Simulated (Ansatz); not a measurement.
Cost and result for the atomization energy of BrF$_{3}$Ge (`[F][Ge]([F])([F])[Br]`) (5 atoms, 4 bonds).

```xyz
5

F    -0.0907    0.0694   -1.7245
Ge    0.0628    0.0089   -0.0317
F     1.1337   -1.2617    0.3312
F     0.8133    1.4547    0.4575
Br   -1.9191   -0.2713    0.9675
```

The species carries charge 0 and has multiplicity 1. Correlated methods include outer-core shells of Br, Ge, which these sets cover unevenly. Scalar relativity is left out up to krypton. The geometry is a stationary point of PBE0-D4/def2-TZVP. Program: Ansatz. All runs use 4 threads of an Arm Neoverse V1 on a shared host. Times are those of one run each, without the atoms' runs, and a repeat can differ threefold. Electronic energies, without spin–orbit coupling; frozen cores. CCSD(T)/CBS adds CCSD(T) − MP2 in def2-TZVPP to the MP2 limit, and its time is that of the two runs behind it. T1 = 0.011. With those shells the extrapolation isn't a true limit. HSE06 is the plane-wave form, built on full-range PBE exchange.

CCSD(T)/CBS is a level of theory with its own doubt, some kJ/mol a heavy atom from the limit and from the frozen cores, so smaller differences don't rank the functionals.

| level | functions | atomization (kJ/mol) | difference from CCSD(T)/CBS | per bond |
| --- | --- | --- | --- | --- |
| CCSD(T)/def2-TZVPP | 189 | 1711.0 | -49.3 | -12.3 |
| MP2/def2-QZVPP | 349 | 1852.8 | 92.5 | 23.1 |
| PBE0-D4/def2-TZVPP | 189 | 1713.7 | -46.6 | -11.6 |
| CCSD(T)/def2-SVP | 106 | 1602.3 | -158.0 | -39.5 |
| RPA@PBE/def2-TZVPP | 189 | 1542.8 | -217.5 | -54.4 |
| LDA (SPW92)/def2-TZVPP | 189 | 2082.7 | 322.4 | 80.6 |
| PBE-D4/def2-TZVPP (with forces) | 189 | 1788.1 | 27.8 | 6.9 |
| r2SCAN-D4/def2-TZVPP (with forces) | 189 | 1760.1 | -0.2 | -0.1 |
| B2PLYP/def2-TZVPP | 189 | 1716.2 | -44.1 | -11.0 |
| HSE06-D4/def2-TZVPP | 189 | 1715.1 | -45.2 | -11.3 |
| PBE-QIDH/def2-TZVPP | 189 | 1728.4 | -31.9 | -8.0 |
| ωB97M-V/def2-TZVPP (with forces) | 189 | 1724.7 | -35.6 | -8.9 |
| CCSD(T)/CBS(def2) | – | 1760.3 | 0.0 | 0.0 |

(1) Order the runs by time, with rough figures. (Best estimate.)

Results:

(1) Computed: LDA (SPW92)/def2-TZVPP 0.85 s; PBE-D4/def2-TZVPP (with forces) 1.8 s; PBE0-D4/def2-TZVPP 2.3 s; HSE06-D4/def2-TZVPP 2.8 s; r2SCAN-D4/def2-TZVPP (with forces) 3.5 s; CCSD(T)/def2-SVP 3.7 s; RPA@PBE/def2-TZVPP 4 s; B2PLYP/def2-TZVPP 4.2 s; PBE-QIDH/def2-TZVPP 4.2 s; ωB97M-V/def2-TZVPP (with forces) 8.5 s; MP2/def2-QZVPP 14 s; CCSD(T)/def2-TZVPP 39 s; CCSD(T)/CBS(def2) 53 s.

From BLYP to BHLYP (50 % exact exchange), in def2-TZVPP and without D4, the atomization energy moves by −105.9 kJ/mol: exact exchange takes away binding that semilocal exchange gives to molecules. In def2-TZVPP, CCSD(T) changes the Hartree–Fock value by +520.5 kJ/mol (the triples alone add +44.1 kJ/mol) and MP2 by +631.5 kJ/mol; breaking electron pairs costs correlation energy, which Hartree–Fock lacks. Leaving LDA and LC-ωPBE aside and taking each functional with its dispersion term where it has one, the values, not all of them listed here, spread over 177.6 kJ/mol, from BHLYP-D4 to PBE-D4. LDA lies +307.0 kJ/mol from PBE without D4, its usual overbinding.
